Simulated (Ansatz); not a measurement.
`O[Si@H](F)[Si@@H](O)F` + `O[SiH](O)S` → `O[SiH](O)S[SiH](O)F` + `O[SiH2]F`  (cleavage of the Si–Si bond)

Program: Ansatz. Geometries: PBE0-D4/def2-TZVP. ΔE: electronic, gas phase. CCSD(T)/CBS is the MP2 limit (def2-TZVPP, def2-QZVPP) plus CCSD(T) − MP2 in def2-TZVPP, frozen cores. Functionals use def2-TZVPP. B3LYP here is the variant with VWN-RPA as its local correlation; programs differ in this. Each species was taken in one conformer, which may not be the lowest.

`O[Si@H](F)[Si@@H](O)F`:

Cartesian coordinates in Å:
```
O -0.781 0.143 1.950
Si 0.136 -0.787 0.961
F -0.434 -2.282 0.892
Si 0.076 0.119 -1.216
O 1.106 1.377 -1.394
F -1.444 0.619 -1.378
H -1.650 0.405 1.639
H 1.469 -0.849 1.601
H 0.371 -0.793 -2.342
H 1.150 2.049 -0.713
```

`O[SiH](O)S`:

```xyz
8

O    -0.014    0.730    1.280
Si   -0.464   -0.266    0.055
O     0.392   -1.639    0.250
S    -0.195    0.719   -1.822
H    -0.206    1.662    1.165
H    -1.891   -0.642    0.068
H     1.276   -1.563    0.613
H     1.103    0.997   -1.608
```

`O[SiH](O)S[SiH](O)F`:

```xyz
12

O    -0.238    1.870    2.071
Si    0.291    0.781    0.978
O     0.698    1.587   -0.399
S    -1.290   -0.611    0.635
Si   -0.394   -1.716   -0.961
O     0.344   -0.754   -2.034
F     0.654   -2.738   -0.337
H    -0.900    1.602    2.710
H     1.533    0.098    1.377
H     0.092    2.277   -0.685
H    -1.440   -2.508   -1.626
H     0.650    0.111   -1.728
```

`O[SiH2]F`:

```xyz
6

O    -1.062   -0.374    0.594
Si    0.255   -0.022   -0.299
F     1.593   -0.256    0.540
H    -1.313    0.215    1.306
H     0.252   -0.965   -1.433
H     0.274    1.402   -0.708
```

Task: Is it downhill or uphill in electronic energy at CCSD(T)/CBS, and by how much? (An estimate is asked.)

Result: The calculation gave: Downhill: ΔE = -26.8 kcal/mol.

Task: What do these levels give: r2SCAN-D4, B3LYP-D4, ωB97M-V, r2SCAN, PBE0, B3LYP, HF/def2-TZVPP, CCSD/def2-TZVPP, CCSD(T)/def2-TZVPP, HF/def2-QZVPP, MP2/def2-QZVPP, MP2/CBS(def2)? (An estimate is asked.)

Result: Ansatz gave: r2SCAN-D4 -26.5, B3LYP-D4 -25.3, ωB97M-V -27.3, r2SCAN -26.2, PBE0 -24.0, B3LYP -23.4, HF/def2-TZVPP -25.7, CCSD/def2-TZVPP -26.0, CCSD(T)/def2-TZVPP -26.5, HF/def2-QZVPP -25.7, MP2/def2-QZVPP -29.4, MP2/CBS(def2) -29.5 kcal/mol.

Largest T1 diagnostic among the species: 0.013.

From PBE to PBE0 (25 % exact exchange), in def2-TZVPP and without D4, ΔE moves by −1.8 kcal/mol. The D4 term adds −1.9 kcal/mol with B3LYP and −1.0 kcal/mol with PBE0; it sums over pairs of atoms, weighted by their polarisabilities, and B3LYP, whose exchange is more repulsive, gets the larger term.
